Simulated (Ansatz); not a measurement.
Mo(O)(NH)(NH2)(Me) (CH₆MoN₂O), SMILES [O]=[Mo]([NH2])([CH3])=[NH], multiplicity 1.

The structure is a stationary point at PBE-D3(BJ)/def2-SVP. The spin state was assumed, not searched. The structure was generated by enumeration; whether it is a known compound was not checked. The def2 effective core potentials stand for the cores of Mo; spin–orbit coupling is left out. The values are those of a single conformer.

Two levels are set side by side: PBE/def2-SVPD (Ansatz, a quantum-chemistry and plane-wave program) and CAM-B3LYP/def2-SVPD (Ansatz). Energy differences of separate SCF runs at the same geometry; the states with an electron removed or added have multiplicity 2 and 2. Differences are taken from unrounded values.

| quantity | CAM-B3LYP |
|---|---|
| vertical ionisation energy (eV) | 9.87 |
| vertical electron affinity (eV) | 0.39 |
| vertical singlet–triplet gap (eV) | 3.55 |

Question: What does PBE give, and how far is it from CAM-B3LYP? (The exact figures need the calculation; the answer reports its results.)

Answer: 
```
quantity                             PBE  PBE minus CAM-B3LYP
---------------------------------  -----  -------------------
vertical ionisation energy (eV)     9.46                -0.41
vertical electron affinity (eV)    -0.17                -0.56
vertical singlet–triplet gap (eV)   3.72                 0.18
```
